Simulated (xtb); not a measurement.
ZrI3, SMILES [Zr+]([I])([I])[I], charge +1, multiplicity 1. All values are semi-empirical tight-binding results from xtb (GFN2-xTB unless named), good for trends rather than for accurate numbers. Coordinates come from a GFN2-xTB optimisation. The multiplicity is an assumed one; no other spin state was optimised. The isomer is the one that the SMILES or the coordinates give; other isomers of the formula were not compared.

For metal compounds this method's bond lengths and energies can be far off.

Computed properties:
```json
{
  "point_group_as_xtb_finds_it": "C3v",
  "orbital_gap": "1.77 eV",
  "zero_point_energy": "1.3 kcal/mol",
  "G − E(el) at 298.15 K (modified RRHO)": "-21.6 kcal/mol"
}
```
